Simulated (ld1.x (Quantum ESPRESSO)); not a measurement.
Rh, RRKJ: configuration errors across variants

- Element: Rh
- Generator: ld1.x (Quantum ESPRESSO) 7.5
- Type: norm-conserving RRKJ (Kleinman–Bylander form)
- Functional: PBE
- Relativity: scalar-relativistic
- Frozen core: [Ar] 3d10
- Valence charge: 17
- Reference configuration: 4s2 4p6 4d8 5s0 5p0 (charge +1)
- Partial waves: 4p (bound): rc 1.50 bohr; 4d (bound): rc 1.85 bohr; 4s (bound): rc 1.10 bohr
- Local potential: the s channel
- Core correction: Bessel-smoothed model core inside 1.00 bohr

All-electron excitation energies from the reference (eV): (1) 4s2 4p6 4d8 5s1 5p0 -7.460; (2) 4s2 4p6 4d7 5s0 5p0 19.511; (3) 4s2 4p6 4d6 5s0 5p0 52.016; (4) 4s2 4p6 4d7 5s2 5p0 -4.982; (5) 4s2 4p6 4d7 5s1 5p0 3.666; (6) 4s2 4p6 4d9 5s0 5p0 -8.370; (7) 4s2 4p6 4d5 5s0 5p0 98.962.

Errors AE − PS in meV (a dash: test not solved or not reliable):

```csv
change,(1),(2),(3),(4),(5),(6),(7),bound ghosts
base,+102,+0.5,+14,+262,+166,-1.1,+76,none
"all radii but the core radius scaled by about 0.78 (s 0.86, p 1.16, d 1.44 bohr)",+87,+1.3,+9.7,+220,+141,+0.1,+36,none
"all radii but the core radius scaled by about 1.16 (s 1.28, p 1.74, d 2.14 bohr)",+300,+3.6,+54,+771,+490,-3.1,+250,none
"all radii but the core radius scaled by about 1.25 (s 1.38, p 1.88, d 2.32 bohr)",+522,+9.7,+108,+1331,+848,-4.3,+454,none
"all radii but the core radius scaled by about 1.33 (s 1.46, p 2.00, d 2.46 bohr)",+739,+17,+167,+1873,+1195,-4.9,+664,none
```

Give the same row for: all radii but the core radius scaled by about 0.87 (s 0.96, p 1.30, d 1.62 bohr).

+66, +0.7, +8.7, +168, +107, -0.2, +40; bound ghosts: none.
